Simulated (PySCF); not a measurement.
A structure optimised at B3LYP-D3(BJ)/def2-SVP, used in a PySCF frequency run:

```xyz
5

Ni     0.0000     0.0000    -0.4845
O      0.0000    -2.6132     0.7393
C      0.0000    -1.6313     0.1448
O      0.0000     2.6132     0.7393
C      0.0000     1.6313     0.1448
```

### Question
Write its SMILES, formula and point group.

### Answer
[O+]#[C-]->[Ni]<-[C-]#[O+], C2NiO2, C2v

### Question
What are its rotational constants (standard atomic weights)?

### Answer
15.912, 1.7894, 1.6085 GHz
